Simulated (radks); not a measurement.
The numbers below are computed, except where a source is named.
Question: Radial electron density D(r) = 4 pi r^2 rho(r) of an atom or ion with 31 electrons. Code: a radial shooting solver on a logarithmic mesh with Libxc functionals. Model: scalar-relativistic Kohn-Sham, BLYP, spin-unpolarised, spherical densities, point nucleus.

```
   r/bohr * D(r) (the largest magnitude, 43.9, reaches the edge; | marks zero)
 0.006655 |         *
 0.007686 |            *
 0.008876 |               *
  0.01017 |                  *
  0.01174 |                      *
  0.01356 |                          *
  0.01566 |                              *
  0.01795 |                                   *
  0.02073 |                                       *
  0.02394 |                                          *
  0.02764 |                                             *
  0.03167 |                                              *
  0.03658 |                                              *
  0.04224 |                                             *
  0.04878 |                                           *
  0.05589 |                                        *
  0.06455 |                                      *
  0.07454 |                                     *
   0.0854 |                                       *
  0.09863 |                                          *
   0.1139 |                                               *
   0.1315 |                                                    *
   0.1507 |                                                      *
   0.1741 |                                                    *
    0.201 |                                               *
   0.2321 |                                       *
    0.266 |                                *
   0.3072 |                          *
   0.3547 |                         *
   0.4064 |                            *
   0.4694 |                               *
   0.5421 |                                *
    0.626 |                               *
   0.7172 |                          *
   0.8283 |                    *
   0.9566 |              *
    1.105 |         *
    1.266 |      *
    1.462 |   *
    1.688 |  *
     1.95 | *
    2.234 | *
     2.58 |*
    2.979 |*
    3.413 |*
    3.942 *
    4.552 *
    5.257 *
    6.023 *
    6.956 *
    8.033 *
    9.278 *
    10.63 *
    12.28 *
```

What is the nuclear charge?

Answer: Z = 31. The innermost maximum, from 1s, lies near gamma/Z bohr with gamma = sqrt(1 - (Z/c)^2) = 0.974, here 0.0314 bohr (found: 0.0340), and its height grows with Z. The density is that of neutral gallium in [Ar] 3d10 4s2 4p1; the configuration itself is not fixed sharply by these data, and Z only to about a unit. D(r) has 3 maxima, at r = 0.0340, 0.153, 0.542 bohr, and minima at 0.0722, 0.341 bohr, inside which lie 2.09, 10.91 electrons.
